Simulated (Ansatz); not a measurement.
Reaction (ligand exchange at the Si–O bond): `N[SiH2]O[Si](N)(F)F` + H₂Te → `N[SiH2][TeH]` + `N[Si](O)(F)F`

Computed with Ansatz on PBE0-D4/def2-TZVP structures; ΔE is electronic, products minus reactants. CCSD(T)/CBS is the MP2 limit (def2-TZVPP, def2-QZVPP) plus CCSD(T) − MP2 in def2-TZVPP, frozen cores. DFT in def2-TZVPP. B3LYP here is the variant with VWN-RPA as its local correlation; programs differ in this. def2 core potentials past Kr. For Te outer-core shells are correlated without core-valence functions, which leaves a few kJ/mol of doubt a bond. One conformer a species, not always the lowest.

Task: Is it downhill or uphill in electronic energy at CCSD(T)/CBS, and by how much? (Best estimate.)

Result: Ansatz gave: Uphill: ΔE = +0.63 eV.

Task: What do these levels give: PBE-D4, r2SCAN-D4, B3LYP-D4, ωB97X-V, PBE0, MP2/CBS(def2)? (An estimate is asked.)

Result: Computed: PBE-D4 0.48, r2SCAN-D4 0.61, B3LYP-D4 0.71, ωB97X-V 0.68, PBE0 0.51, MP2/CBS(def2) 0.56 eV.

Largest T1 diagnostic among the species: 0.011.

From PBE to PBE0 (25 % exact exchange), in def2-TZVPP and without D4, ΔE moves by +0.07 eV. The D4 term adds +0.05 eV with B3LYP and +0.03 eV with PBE0; it sums over pairs of atoms, weighted by their polarisabilities, and B3LYP, whose exchange is more repulsive, gets the larger term. In def2-TZVPP, CCSD(T) changes the Hartree–Fock value by −0.13 eV (the triples alone add −0.03 eV) and MP2 by −0.20 eV.
